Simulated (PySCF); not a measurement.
Sr: ionisation energy

Sr [Kr] 5s2 (1S) → Sr⁺ [Kr] 5s1 (2S), as a difference of total energies. Computed with PySCF 2.14 in aug-cc-pwCVTZ-X2C (10s9p7d3f, 93 functions), with scalar relativity by spin-free X2C-1e. Correlated levels: valence and next inner shell: [Ar] 3d10 frozen. The calculations carry no spin-orbit coupling.

```
                                method  ionisation energy (eV)
                                   UHF                   4.744
    MP2 (valence and next inner shell)                   5.577
SCS-MP2 (valence and next inner shell)                   5.614
   CCSD (valence and next inner shell)                   5.588
CCSD(T) (valence and next inner shell)                   5.660
```

Errors of the correlated levels include the incompleteness of this basis and the frozen core.

Problem. Which method comes closest to the reference value, and which is furthest?

Solution. The reference is 5.695 eV (measured; NIST Atomic Spectra Database, ionization energies). Closest: CCSD(T) (valence and next inner shell) (error -0.035 eV); furthest: UHF (error -0.951 eV).
